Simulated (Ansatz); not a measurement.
BFH6P2: where a starting geometry ends

The starting geometry of this gas-phase singlet was optimised with GFN2-xTB.

```xyz
10

B     0.2659   -0.7148   -0.7268
F    -2.6102   -1.8550   -0.1723
P    -1.4995   -0.6709   -0.0043
P     0.5839    1.0286    0.1816
H     1.6771    1.4666   -0.5355
H    -2.3209    0.3636   -0.4047
H    -1.6467   -0.5370    1.3651
H     0.8877   -1.6302   -0.3181
H     1.3558    0.5690    1.2354
H     0.1889   -0.5953   -1.9010
```

Q: Where would you expect an optimisation with BLYP-D3(BJ)/def2-SVP to take it?

A: It keeps its bonds, and is `F[PH2+][BH2-]P`.

The energy falls by 0.28 eV over 18 steps:

```json
{"step": "1", "E − E(last) (eV)": "0.276"}
{"step": "3", "E − E(last) (eV)": "0.009"}
{"step": "5", "E − E(last) (eV)": "0.001"}
{"step": "7", "E − E(last) (eV)": "0.000"}
{"step": "9", "E − E(last) (eV)": "0.000"}
{"step": "10", "E − E(last) (eV)": "0.000"}
{"step": "12", "E − E(last) (eV)": "0.000"}
{"step": "14", "E − E(last) (eV)": "0.000"}
{"step": "16", "E − E(last) (eV)": "0.000"}
{"step": "18", "E − E(last) (eV)": "0.000"}
```

Final geometry (Å):

```yaml
atoms:
  - { symbol: B, position_ang: [0.2304, -0.6983, -0.6041] }
  - { symbol: F, position_ang: [-2.5954, -1.9231, -0.3965] }
  - { symbol: P, position_ang: [-1.5852, -0.7043, -0.0192] }
  - { symbol: P, position_ang: [0.6708, 1.0818, 0.3158] }
  - { symbol: H, position_ang: [1.5342, 1.5501, -0.7276] }
  - { symbol: H, position_ang: [-2.3384, 0.4343, -0.4343] }
  - { symbol: H, position_ang: [-1.7596, -0.6233, 1.3962] }
  - { symbol: H, position_ang: [0.7942, -1.6743, -0.1446] }
  - { symbol: H, position_ang: [1.7196, 0.5752, 1.1521] }
  - { symbol: H, position_ang: [0.2114, -0.5934, -1.8186] }
```

The end wasn't checked by frequencies. Run with Ansatz 0.2.0, 86 s on 1 thread of AMD EPYC (Zen 3), on a shared host.
